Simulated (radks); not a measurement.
Results of a calculation; reference values are marked as such.
These are the eigenvalues of the occupied orbitals of an atom or ion with whole-number occupations (Ry). Code: a radial shooting solver on a logarithmic mesh with Libxc functionals. Model: non-relativistic Kohn-Sham, PBE, spin-polarised, spherical densities, point nucleus.

| orbital | eigenvalue |
|---|---|
| 1s up | -1914.213 |
| 1s down | -1914.080 |
| 2s up | -368.3445 |
| 2s down | -368.2520 |
| 2p up | -351.3634 |
| 2p down | -351.2243 |
| 3s up | -137.1597 |
| 3s down | -136.7735 |
| 3p up | -130.9047 |
| 3p down | -130.5101 |

Which element is it, and in what charge state? The configuration may be excited. Open shells, if any, are filled with parallel spins first.

Answer. Z = 47, silver, charge +30: Ag30+ in [Ne] 3s2 3p5. The list shows which subshells hold electrons but not how many an open one holds; the 1s level, -957.11 hartree, gives Z - s = 43.8 by -(Z - s)^2/2, which with screening narrows Z to a few neighbours, and the depths of the outer levels then fix element, charge and occupations together.
